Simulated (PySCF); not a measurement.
Vertical excitation energies

Compound: BCl3.
SMILES: `ClB(Cl)Cl`

The calculation used TDDFT CAM-B3LYP/def2-SVPD, vertical, gas phase, core orbitals frozen in the response (PySCF 2.14.0, density-fitted response routines). Isolated species at its PBE0-D3(BJ)/def2-SVP geometry, gas phase.

| state | E (eV) | λ (nm) | f | symmetry | main configurations (H = HOMO, L = LUMO) |
| --- | --- | --- | --- | --- | --- |
| S1 | 5.87 | 211.4 | 0.0000 | – | H→L (99%) |
| S2 | 6.76 | 183.5 | 0.0000 | – | H-3→L (99%) |
| S3 | 6.76 | 183.4 | 0.0000 | – | H-4→L (99%) |
| S4 | 7.21 | 172.0 | 0.148 | E′ | H-2/H-1→L (≥96%) |
| S5 | 7.21 | 172.0 | 0.148 | E′ | H-2/H-1→L (≥96%) |
| S6 | 8.11 | 152.8 | 0.0000 | – | H→L+1 (92%) |
| S7 | 8.82 | 140.5 | 0.0000 | – | H-2/H-1→L+1 (≥84%) |
| S8 | 8.82 | 140.5 | 0.0000 | – | H-2/H-1→L+1 (≥84%) |
| S9 | 9.04 | 137.2 | 0.178 | E′ | H-3→L+1 (76%) |
| S10 | 9.04 | 137.2 | 0.178 | E′ | H-4→L+1 (76%) |

Triplets, Tamm–Dancoff:

| state | E (eV) | λ (nm) | main configurations (H = HOMO, L = LUMO) |
| --- | --- | --- | --- |
| T1 | 5.70 | 217.4 | H→L (99%) |
| T2 | 6.24 | 198.5 | H-2/H-1→L (99%) |
| T3 | 6.25 | 198.5 | H-2/H-1→L (99%) |

The lowest singlet comes at 211 nm (566 kJ/mol) in the ultraviolet; it is dark (f under 0.0005); its leading configuration is HOMO→LUMO (99%). The strongest level in the table is S9/S10 at 9.04 eV (137 nm, f = 0.356 summed). It is the last of those listed, so stronger ones may follow. S2/S3, S4/S5, S7/S8 and S9/S10 lie within about 0.01 eV of each other in each set; the point group D3h has degenerate representations, and within a degenerate level the listed configurations can mix freely. Löwdin shares by element: HOMO chlorine 100%; LUMO chlorine 54%, boron 46%. Of the 10 states listed, 4 reach f = 0.01 and 6 stay under 0.0005. Orbital energies (eV): HOMO-3 -11.53, HOMO-2 -11.33, HOMO-1 -11.33, HOMO -10.55, LUMO -0.70, LUMO+1 0.45, LUMO+2 1.83. The listed states span 3.17 eV. Symmetry labels in D3h follow from the direction of the transition dipole and are given only for states with f of 0.002 or more. Orbitals of the list HOMO-3 to LUMO+2 that lie within 0.01 eV of each other are written together with a slash and their weights summed (≥ marks a lower bound); for degenerate orbitals outside that list single weights are arbitrary. Singlets were solved by full linear response, triplets in the Tamm–Dancoff approximation.
